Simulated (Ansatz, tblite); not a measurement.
Removing and adding an electron: phenacyltetrahydrothiophenium tetrafluoroborate, `F[B-](F)(F)F.O=C(C[S+]1CCCC1)c1ccccc1`. Charge 0, multiplicity 1. Geometry: PBE-D4/def2-SVP. Ansatz, gas phase; energy differences of separate SCF runs; the oxidised species was run as a doublet alone; the reduced species was run as a doublet alone.

| atom | x (Å) | y (Å) | z (Å) |
| --- | --- | --- | --- |
| F1 | 0.023 | -2.008 | 3.343 |
| B2 | 0.410 | -1.584 | 4.691 |
| F3 | 1.814 | -1.405 | 4.675 |
| F4 | -0.206 | -0.327 | 4.909 |
| F5 | 0.011 | -2.535 | 5.599 |
| O6 | -1.298 | -1.385 | -1.007 |
| C7 | -1.041 | -0.202 | -1.215 |
| C8 | -0.281 | 0.587 | -0.148 |
| S9 | -0.180 | -0.436 | 1.380 |
| C10 | 0.981 | 0.641 | 2.333 |
| C11 | 2.390 | 0.234 | 1.899 |
| C12 | 2.382 | -1.285 | 1.684 |
| C13 | 1.129 | -1.656 | 0.886 |
| C14 | -1.435 | 0.495 | -2.469 |
| C15 | -2.156 | -0.246 | -3.433 |
| C16 | -2.552 | 0.355 | -4.631 |
| C17 | -2.230 | 1.702 | -4.880 |
| C18 | -1.512 | 2.445 | -3.930 |
| C19 | -1.116 | 1.846 | -2.728 |
| H20 | -0.821 | 1.514 | 0.134 |
| H21 | 0.733 | 0.877 | -0.495 |
| H22 | 0.709 | 1.692 | 2.117 |
| H23 | 0.746 | 0.413 | 3.394 |
| H24 | 2.690 | 0.776 | 0.974 |
| H25 | 3.107 | 0.514 | 2.697 |
| H26 | 2.338 | -1.774 | 2.675 |
| H27 | 3.286 | -1.632 | 1.144 |
| H28 | 1.234 | -1.568 | -0.212 |
| H29 | 0.708 | -2.642 | 1.147 |
| H30 | -2.391 | -1.297 | -3.209 |
| H31 | -3.115 | -0.224 | -5.377 |
| H32 | -2.543 | 2.175 | -5.823 |
| H33 | -1.261 | 3.498 | -4.128 |
| H34 | -0.554 | 2.442 | -1.992 |

The xTB rows come from tblite. Single mean-field runs in def2-TZVP are fitted with def2-universal-jkfit. HOMO above LUMO, or a gap near zero within one spin, warns that the state may not be the lowest or that an electron is smeared out.

```tsv
level	−HOMO (eV)	vertical IE (eV)	−LUMO (eV)	vertical EA (eV)	HOMO–LUMO gap (eV)	IE − EA (eV)
GFN1-xTB	11.64	14.49	9.85	7.15	1.79	7.34
GFN2-xTB	11.20	13.65	8.97	6.23	2.23	7.42
```

(1) Estimate the rows for PBE-D4/def2-TZVP, PBE0-D4/def2-TZVP.

Answers

(1) 
| level | −HOMO (eV) | vertical IE (eV) | −LUMO (eV) | vertical EA (eV) | HOMO–LUMO gap (eV) | IE − EA (eV) | remarks |
| --- | --- | --- | --- | --- | --- | --- | --- |
| PBE-D4/def2-TZVP | 6.81 | 9.09 | 3.80 | 1.47 | 3.02 | 7.62 | HOMO above zero (-1 doublet), gap within one spin near zero (+1 doublet) |
| PBE0-D4/def2-TZVP | 8.44 | 9.98 | 2.92 | 1.43 | 5.52 | 8.54 | HOMO above zero (-1 doublet) |

Relaxing the reduced species (PBE-D4/def2-SVP) changes its energy by -0.33 eV at PBE-D4/def2-TZVP, so the adiabatic electron affinity to this nearest minimum is 1.80 eV. At PBE0-D4/def2-TZVP it is 1.70 eV. The highest occupied level of the relaxed charge -1 doublet lies above zero (up to 0.21 eV). By energy differences its removal costs 1.80 eV (each at its own geometry, to the charge 0 singlet, at PBE-D4/def2-TZVP); self-interaction error and the lack of diffuse functions both raise the level.  Run but left out: HF/def2-TZVP (singlet: restricted singlet, unstable in another Hartree–Fock run and untested here).   A HOMO above zero means that the electron is unbound at that level or that self-interaction error raises the level; the energy of removing that electron tells which. Raw xTB energy differences between charge states are shifted by several eV; the methods need an empirical correction for them. Sets without diffuse functions give affinities that are too small.
